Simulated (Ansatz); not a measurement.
Input file for Ansatz (an electronic-structure program): R-r2SCAN/def2-TZVPP on ClH3SiTe (SMILES [SiH3][Te]Cl), a point of a torsion scan. Elements past Kr take the def2 small-core potentials; no spin–orbit coupling.

Ansatz 0.2 input:
```yaml
crystal:
  periodic: [false, false, false]
  atoms:
    - {symbol: Si, position_ang: [-0.73850260, 0.00634038, 0.02041947]}
    - {symbol: Te, position_ang: [1.42163910, 1.27308566, -0.12084205]}
    - {symbol: Cl, position_ang: [2.28939252, 0.38872785, 1.88205508]}
    - {symbol: H, position_ang: [-0.95160174, -0.41509184, 1.39490461]}
    - {symbol: H, position_ang: [-1.78565316, 0.91323039, -0.43482576]}
    - {symbol: H, position_ang: [-0.72468077, -1.16193476, -0.85844040]}
basis:
  gaussian:
    orbitals: def2-TZVPP
hamiltonian:
  xc: {name: r2SCAN}
scf: {lower_state_search: off}
```

Output:

```
WARN ansatz: RAYON_NUM_THREADS=1 ignored (pool sized by the plan → 1); use --threads N
Functional definition: r2SCAN
these checks for a lower state are left out or cut short: stability, starts, cluster_reference, orbital_swaps, neighbouring_geometries, increment
integrals: 0.10 GiB planned
1145 factors; their error is unknown
mean field: 0.63 GiB planned
mean field evaluation 1: about -27744.2138 eV, gradient 1.8e1 eV
mean field evaluation 2: about -27743.4311 eV, gradient 2.5e1 eV
mean field evaluation 4: about -27745.2527 eV, gradient 2.1e0 eV
mean field evaluation 8: about -27745.2615 eV, gradient 4.0e-2 eV
mean field evaluation 16: about -27745.1128 eV, gradient 1.2e-4 eV
mean field -27745.11284122 eV, -1019.6140906019 hartree, gradient 4.8e-6 eV, S^2 0.000000; 0 other end points of the search recorded, 0 dependent functions left out
reference -27745.11285293 eV, -1019.6140910321 hartree; 29, 29 occupied and 147, 147 virtual orbitals, 1145 factors
Total energy: -27745.11285293 eV, -1019.6140910321 hartree
Checks for a lower state left out: stability, starts, cluster_reference, orbital_swaps, neighbouring_geometries, increment
```

Self-consistency was reached.

Cost: about 6 core-seconds (a rough figure).
